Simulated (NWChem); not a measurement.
System: SiHCl$_{3}$; SMILES Cl[SiH](Cl)Cl

The following NWChem deck was run.

```
start job
memory heap 200 mb stack 900 mb global 1100 mb
geometry units angstroms noautosym nocenter noautoz
  Si     0.000000     0.000000     0.500755
  Cl    -0.502172    -1.859017    -0.187689
  Cl    -1.358870     1.364402    -0.187689
  Cl     1.861042     0.494615    -0.187689
  H      0.000000     0.000000     1.977546
end
basis spherical
  * library def2-svp
end
dft
  xc b3lyp
  iterations 150
  mulliken
end
task dft energy
esp
  recalculate
  probe 0.07
  range 0.3
  factor 1.0
  spacing 0.02
end
task esp
```

Output (shortened):

```
             Northwest Computational Chemistry Package (NWChem) 7.3.0
             --------------------------------------------------------

                             Geometry "geometry" -> ""
                             -------------------------

 Output coordinates in angstroms (scale by  1.889725989 to convert to a.u.)

  No.       Tag          Charge          X              Y              Z
 ---- ---------------- ---------- -------------- -------------- --------------
    1 Si                  14.0000     0.00000000     0.00000000     0.50075500
    2 Cl                  17.0000    -0.50217200    -1.85901700    -0.18768900
    3 Cl                  17.0000    -1.35887000     1.36440200    -0.18768900
    4 Cl                  17.0000     1.86104200     0.49461500    -0.18768900
    5 H                    1.0000     0.00000000     0.00000000     1.97754600

 Effective nuclear repulsion energy (a.u.)     336.6454492163

                                 NWChem DFT Module
                                 -----------------

 Summary of "ao basis" -> "ao basis" (spherical)
 ------------------------------------------------------------------------------
       Tag                 Description            Shells   Functions and Types
 ---------------- ------------------------------  ------  ---------------------
 Si                         def2-svp                 8       18   4s3p1d
 Cl                         def2-svp                 8       18   4s3p1d
 H                          def2-svp                 3        5   2s1p

            General Information
            -------------------
          SCF calculation type: DFT
          Wavefunction type:  closed shell.
          No. of atoms     :     5
          No. of electrons :    66
           Alpha electrons :    33
            Beta electrons :    33
          Charge           :     0
          Spin multiplicity:     1
          Use of symmetry is: off; symmetry adaption is: off
          Maximum number of iterations: 150
          AO basis - number of functions:    77
                     number of shells:    35
          Convergence on energy requested:  1.00D-06
          Convergence on density requested:  1.00D-05
          Convergence on gradient requested:  5.00D-04

              XC Information
              --------------
                         B3LYP Method XC Potential
                     Hartree-Fock (Exact) Exchange  0.200
                        Slater Exchange Functional  0.800 local
                    Becke 1988 Exchange Functional  0.720 non-local
              Lee-Yang-Parr Correlation Functional  0.810
                  VWN I RPA Correlation Functional  0.190 local

             Grid Information
             ----------------
          Grid used for XC integration:  medium
          Radial quadrature: Mura-Knowles
          Angular quadrature: Lebedev.
          Tag              B.-S. Rad. Rad. Pts. Rad. Cut. Ang. Pts.
          ---              ---------- --------- --------- ---------
          Si                  1.10       88           7.0       590
          Cl                  1.00       88           9.0       590
          H                   0.35       45           8.0       434
          Grid pruning is: on
          Number of quadrature shells:   397
          Spatial weights used:  Erf1

      Superposition of Atomic Density Guess
      -------------------------------------

 Sum of atomic energies:       -1667.20838094

      Non-variational initial energy
      ------------------------------

 Total energy =   -1668.122119
 1-e energy   =   -2977.734538
 2-e energy   =     972.966970
 HOMO         =      -0.394142
 LUMO         =       0.080224

     ---------------------------------------------
      Total Density - Mulliken Population Analysis
     ---------------------------------------------

    Atom       Charge   Shell Charges
 -----------   ------   -------------------------------------------------------
    1 Si  14    12.73   2.00  1.99  0.91  0.10  5.93  0.84  0.70  0.26
    2 Cl  17    17.40   2.00  1.99  1.22  0.72  5.94  2.16  3.35  0.01
    3 Cl  17    17.40   2.00  1.99  1.22  0.72  5.94  2.16  3.35  0.01
    4 Cl  17    17.40   2.00  1.99  1.22  0.72  5.94  2.16  3.35  0.01
    5 H    1     1.08   0.70  0.37  0.01

   convergence    iter        energy       DeltaE   RMS-Dens  Diis-err
 ---------------- ----- ----------------- --------- --------- ---------
 d= 0,ls=0.0,diis     1  -1670.2970566559 -2.01D+03  1.76D-02  6.38D-01
 d= 0,ls=0.0,diis     2  -1670.2633443943  3.37D-02  1.10D-02  7.20D-01
 d= 0,ls=0.0,diis     3  -1670.3671618498 -1.04D-01  1.99D-03  2.77D-02
 d= 0,ls=0.0,diis     4  -1670.3710421366 -3.88D-03  3.35D-04  5.64D-04
 d= 0,ls=0.0,diis     5  -1670.3711063442 -6.42D-05  3.94D-05  8.76D-06
  Resetting Diis
 d= 0,ls=0.0,diis     6  -1670.3711075331 -1.19D-06  7.94D-06  3.98D-07
 d= 0,ls=0.0,diis     7  -1670.3711075973 -6.42D-08  1.69D-06  1.23D-08

         Total DFT energy =    -1670.371107597271
      One electron energy =    -2978.450601533425
           Coulomb energy =     1077.636101581466
    Exchange-Corr. energy =     -106.202056861593
 Nuclear repulsion energy =      336.645449216282

 Numeric. integr. density =       65.999997450365

                       DFT Final Molecular Orbital Analysis
                       ------------------------------------

 Vector   31  Occ=2.000000D+00  E=-3.392376D-01
              MO Center=  4.2D-01, -5.2D-01, -1.3D-01, r^2= 4.3D+00
   Bfn.  Coefficient  Atom+Function         Bfn.  Coefficient  Atom+Function
  ----- ------------  ---------------      ----- ------------  ---------------
    31      0.353743  2 Cl pz                67     -0.333589  4 Cl pz
    28      0.267903  2 Cl pz                64     -0.252640  4 Cl pz
    30     -0.228221  2 Cl py                65     -0.210433  4 Cl px
    27     -0.167088  2 Cl py                66     -0.158684  4 Cl py
    25      0.155080  2 Cl pz                62     -0.153620  4 Cl px

 Vector   32  Occ=2.000000D+00  E=-3.371575D-01
              MO Center= -3.2D-05,  1.4D-06,  2.9D-01, r^2= 4.5D+00
   Bfn.  Coefficient  Atom+Function         Bfn.  Coefficient  Atom+Function
  ----- ------------  ---------------      ----- ------------  ---------------
    31      0.322410  2 Cl pz                49      0.322413  3 Cl pz
    67      0.322401  4 Cl pz                73     -0.270659  5 H  s
    28      0.245663  2 Cl pz                46      0.245666  3 Cl pz
    64      0.245656  4 Cl pz                74     -0.232984  5 H  s
    25      0.141784  2 Cl pz                43      0.141786  3 Cl pz

 Vector   33  Occ=2.000000D+00  E=-3.255759D-01
              MO Center=  1.9D-05, -2.7D-05, -1.8D-01, r^2= 4.8D+00
   Bfn.  Coefficient  Atom+Function         Bfn.  Coefficient  Atom+Function
  ----- ------------  ---------------      ----- ------------  ---------------
    29      0.371561  2 Cl px                66      0.371964  4 Cl py
    26      0.279892  2 Cl px                63      0.280196  4 Cl py
    47     -0.272694  3 Cl px                48     -0.271589  3 Cl py
    44     -0.205416  3 Cl px                45     -0.204584  3 Cl py
    23      0.161402  2 Cl px                60      0.161577  4 Cl py

 Vector   34  Occ=0.000000D+00  E=-1.840202D-04
              MO Center=  1.2D-05, -1.0D-05,  1.5D-01, r^2= 3.8D+00
   Bfn.  Coefficient  Atom+Function         Bfn.  Coefficient  Atom+Function
  ----- ------------  ---------------      ----- ------------  ---------------
     3      1.072873  1 Si s                  4      0.493517  1 Si s
     2      0.430657  1 Si s                 30     -0.421919  2 Cl py
    65      0.422379  4 Cl px                74     -0.380194  5 H  s
    47     -0.308400  3 Cl px                48      0.309655  3 Cl py
    13     -0.263937  1 Si pz                22     -0.229324  2 Cl s

[...]

                     NWChem Electrostatic Potential Fit Module
                     -----------------------------------------

 Atom parameters

 Number of atoms is                                    5
 Number of basis functions is                         77

 Grid parameters

 Maximum number of grid points is                  29466
 Number of grid points is                          29465
 Grid range                                     0.300000 nm
 Grid spacing                                   0.020000 nm
 Probe radius                                   0.070000 nm
 Atom radius factor                             1.000000

 Atomic radii

    1    0.100000
   14    0.187000
   17    0.169000
 FASTESP  F
  using M.O. file = ./job.movecs

    Atom              Coordinates                           Charge

                                                  ESP

    1 Si    0.000000    0.000000    0.050076    0.454393
    2 Cl   -0.050217   -0.185902   -0.018769   -0.138310
    3 Cl   -0.135887    0.136440   -0.018769   -0.137683
    4 Cl    0.186104    0.049462   -0.018769   -0.138055
    5 H     0.000000    0.000000    0.197755   -0.040346
                                            ------------
                                               -0.000000

 Dipole moment                                  0.426074

 Quadrupole moment Qxx                         -2.121565
                   Qyy                         -2.130229
                   Qzz                          4.251794

 RMS deviation kJ/mol                           0.073933

 RRMS %                                        47.586421
```

Level: B3LYP/def2-SVP. Structure relaxed at the PBE0/def2-SVP level. B3LYP is NWChem's, with the RPA form of VWN correlation.
